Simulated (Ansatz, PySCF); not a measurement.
H4O3SSn, SMILES [OH][Sn]([OH])([SH])[OH].

The structure is a stationary point at PBE-D3(BJ)/def2-SVP. The structure was generated by enumeration; whether it is a known compound was not checked. The def2 effective core potentials stand for the cores of Sn; spin–orbit coupling is left out. Other conformers were not sampled.

Vertical ionisation energy (IE) and electron affinity (EA) in eV. Rows of orbital energies are one-electron estimates. Where ΔSCF, EOM or ADC give a negative EA the extra electron is unbound and the value depends on the basis.

```
level                                                                   IE    EA
-------------------------------------------------------------------  -----  ----
−ε(HOMO), −ε(LUMO), ωB97X/def2-TZVP (PySCF)                          10.45  0.13
−ε(HOMO), −ε(LUMO), PBE/def2-TZVP (PySCF)                             6.71  3.08
ΔSCF, PBE0/def2-SVPD (Ansatz), final states of multiplicity 2 and 2  10.26  0.71
ΔSCF, PBE/def2-SVPD (Ansatz), final states of multiplicity 2 and 2       …     …
```

Question: Complete the blanks. (Estimate from the structure and the level; the computed values follow.)

Answer: 
- ΔSCF, PBE/def2-SVPD (Ansatz, an electronic-structure program), final states of multiplicity 2 and 2, IE: 9.77
- ΔSCF, PBE/def2-SVPD (Ansatz), final states of multiplicity 2 and 2, EA: 0.86

Question: What vertical singlet–triplet gap does ΔSCF give with PBE0/def2-SVPD (Ansatz) and with PBE/def2-SVPD (Ansatz)? (The exact figures need the calculation; the answer reports its results.)

Answer: 4.22 and 3.73 eV (triplet above singlet where positive).
